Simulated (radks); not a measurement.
Values are calculated unless marked as measured or tabulated.
All-electron atom: the antimony ion Sb+ in [Kr] 4d10 5p4 (not the ground configuration).

Code: a radial shooting solver on a logarithmic mesh with Libxc functionals. Model: Dirac Kohn-Sham, PBE, spin-unpolarised, spherical densities, point nucleus; open shells fill j = l - 1/2 first.

Energy parts (eV):
total: -176399.563
kinetic: 186148.059
electron-nucleus: -427812.505
Hartree: 69897.788
exchange-correlation: -4632.904

Orbitals (lengths in bohr, moments of r in powers of bohr; <r^-3> diverges for s and p1/2; r(max) is where P^2 peaks):
| orbital | occ. | eigenvalue (eV) | <r^-3> | r(max) | <r^2> | <r^4> | small-component weight |
|---|---|---|---|---|---|---|---|
| 1s1/2 | 2 | -30296.45 | - | 0.01834 | 0.001094 | 3.125e-06 | 3.52e-02 |
| 2s1/2 | 2 | -4618.314 | - | 0.1038 | 0.01767 | 0.0005387 | 7.47e-03 |
| 2p1/2 | 2 | -4321.176 | - | 0.07983 | 0.01311 | 0.0003462 | 7.49e-03 |
| 2p3/2 | 4 | -4069.358 | 4596 | 0.08445 | 0.01441 | 0.0004097 | 7.14e-03 |
| 3s1/2 | 2 | -914.5651 | - | 0.3001 | 0.1248 | 0.02378 | 2.18e-03 |
| 3p1/2 | 2 | -793.1479 | - | 0.2865 | 0.1197 | 0.02294 | 2.12e-03 |
| 3p3/2 | 4 | -746.6814 | 865.3 | 0.2969 | 0.1280 | 0.02616 | 2.02e-03 |
| 3d3/2 | 4 | -532.3695 | 136.8 | 0.2426 | 0.1092 | 0.02199 | 1.91e-03 |
| 3d5/2 | 6 | -522.7136 | 127.3 | 0.2456 | 0.1117 | 0.02291 | 1.88e-03 |
| 4s1/2 | 2 | -159.9642 | - | 0.7231 | 0.7069 | 0.7410 | 5.98e-04 |
| 4p1/2 | 2 | -118.9005 | - | 0.7462 | 0.7900 | 0.9600 | 5.37e-04 |
| 4p3/2 | 4 | -110.3046 | 160.1 | 0.7706 | 0.8458 | 1.102 | 5.08e-04 |
| 4d3/2 | 4 | -45.3178 | 18.21 | 0.8413 | 1.216 | 2.625 | 3.66e-04 |
| 4d5/2 | 6 | -44.0632 | 16.77 | 0.8504 | 1.247 | 2.766 | 3.58e-04 |
| 5p1/2 | 2 | -13.7213 | - | 2.160 | 7.307 | 84.63 | 6.62e-05 |
| 5p3/2 | 2 | -12.9261 | 14.74 | 2.243 | 7.863 | 97.82 | 6.16e-05 |

The highest occupied level is 5p3/2 at -12.926 eV. Summed over all electrons, <r^2> = 51.29 bohr^2, which gives a Langevin (diamagnetic) susceptibility term of -40.6 x 10^-6 cm^3/mol. The density falls to 0.001 e/bohr^3 at r = 4.43 bohr.
